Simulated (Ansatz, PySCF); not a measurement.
Bond stretch in CH (cation, charge +1), singlet.

- UHF/6-31G* = PySCF with unrestricted Hartree-Fock/6-31G*, spherical d
- UCCSDT(Q) = CCSDT(Q) on UHF/aug-cc-pVDZ, frozen core (Ansatz, a quantum-chemistry and plane-wave program)
- RCCSD(T) = Ansatz with CCSD(T) on RHF/aug-cc-pVDZ, frozen core

Total energies in hartree (comparable only within one method and basis):

```csv
R / Å,UHF/6-31G*,UCCSDT(Q),RCCSD(T)
0.85,-37.83592,-37.91962,-37.91924
0.91,-37.86993,-37.95724,-37.95685
0.95,-37.88482,-37.97451,-37.97412
1.04,-37.90212,-37.99702,-37.99661
1.09,-37.90475,-38.00242,-38.00200
1.10,-37.90482,-38.00304,-38.00262
1.14,-37.90390,-38.00428,-38.00385
1.18,-37.90133,-38.00381,-38.00337
1.20,-37.89954,-38.00306,-38.00261
1.27,-37.89125,-37.99830,-37.99783
1.34,-37.88080,-37.99121,-37.99071
1.42,-37.86739,-37.98143,-37.98089
1.54,-37.84629,-37.96530,-37.96470
1.70,-37.82070,-37.94393,-37.94321
1.87,-37.80610,-37.92387,-37.92276
2.06,-37.79855,—,-37.90400
2.28,-37.79368,—,—
2.51,-37.79037,—,—
2.82,-37.78774,—,—
3.05,-37.78662,—,—
3.48,-37.78554,—,—
3.93,-37.78512,—,—
4.59,-37.78497,—,—
```

Dashes: no converged value, or the column stops at the first point that the program doubted or that broke a chosen test of continuity, which isn't proof of a fault.

The unrestricted determinant behind UHF/6-31G*, UCCSDT(Q) is spin-contaminated at 0.85 to 4.59 Å (<S²> up to 1.1, against 0.00 for a pure singlet). The T1 diagnostic of CCSD on the restricted reference of RCCSD(T) exceeds 0.045 at 2.06 to 4.59 Å.
